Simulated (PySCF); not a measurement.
## C5H8OSi: full NMR table

* Formula: C5H8OSi
* SMILES: [SiH3]Cc1ccoc1
* Point group of the computed structure: C1
* Degrees of unsaturation: 3
* Carbon signals: 5
* Proton signals: 5

Bonds (- single, = double, # triple, : aromatic): Si1-C2 1.910 Å, C2-C3 1.484 Å, C3:C4 1.423 Å, C4:C5 1.358 Å, C5:O6 1.342 Å, O6:C7 1.349 Å, C7:C3 1.363 Å. Si1 carries H8, H9, H10; C2 carries H11, H12; C4 carries H13; C5 carries H14; C7 carries H15.

Calculated, not measured (PySCF): GIAO PBE0/pcSseg-1 shieldings, coordinates at the GFN2-xTB level. One computed conformer, in vacuum, no relativistic terms, averaged over atoms made equivalent by symmetry, fast rotation or ring inversion.

δ = σ(ref) − σ, references computed at the same level: $^{1}$H, $^{13}$C, $^{29}$Si vs TMS; H2O for $^{17}$O.

| carbon | δC, type | δH (multiplicity) | HMBC from (2–3 bonds) | span of the C tensor (ppm) |
| --- | --- | --- | --- | --- |
| C2 | 8.7, CH2 | 2.17 (q) | H15, H13, H8/H9/H10 | 28 |
| C3 | 129.9, C | – | H14, H15, H13, H8/H9/H10, H11/H12 | 178 |
| C4 | 118.1, CH | 6.52 (m) | H14, H15, H11/H12 | 171 |
| C5 | 148.2, CH | 7.45 (m) | H15, H13 | 146 |
| C7 | 142.9, CH | 7.33 (m) | H14, H13, H11/H12 | 132 |

Other nuclei:
| atoms | nucleus | environment | δ (ppm) | σ (ppm) |
| --- | --- | --- | --- | --- |
| H8/H9/H10 | $^{1}$H | hydrogen on a silicon bonded to C | 3.93 | 27.79 |
| Si1 | $^{29}$Si | silicon bonded to C, 3 H | -64.8 | 414.0 |
| O6 | $^{17}$O | aromatic ring oxygen | 299.2 | 36.9 |

- Carbon types of the structure: 1 × C, 3 × CH, 1 × CH2, leaving 3 H on heteroatoms.
- δC 148.2, 142.9: aromatic CH next to the ring oxygen.
- δC 129.9: substituted aromatic carbon.
- δC 118.1: aromatic CH.
- δH 6.52: hydrogen on an aromatic CH; ring-current deshielding.
- δH 2.17: hydrogen on an sp3 CH2 bonded to Si, on an aromatic ring; benzylic-type position, deshielded by the ring.

Shifts are as computed. Against solution values, carbons near 30 ppm lie about +3 ppm off and those near 130 ppm about +5 ppm. Of 1211 compounds with measured shifts, 218 miss one by over three times the rms of a fit or turn the order of signals round; such compounds aren't used in these exercises. Unscaled 17O shifts of doubly bonded oxygen tend to come out too high, by tens of ppm or more. Experimental scales use liquid or dissolved standards, which lie at an offset from isolated H2O (liquid H2O: subtract about 36 ppm). Multiplicities follow the n + 1 count of equivalent neighbours, as no J values were calculated; m marks all less simple cases, F and P coupling included.
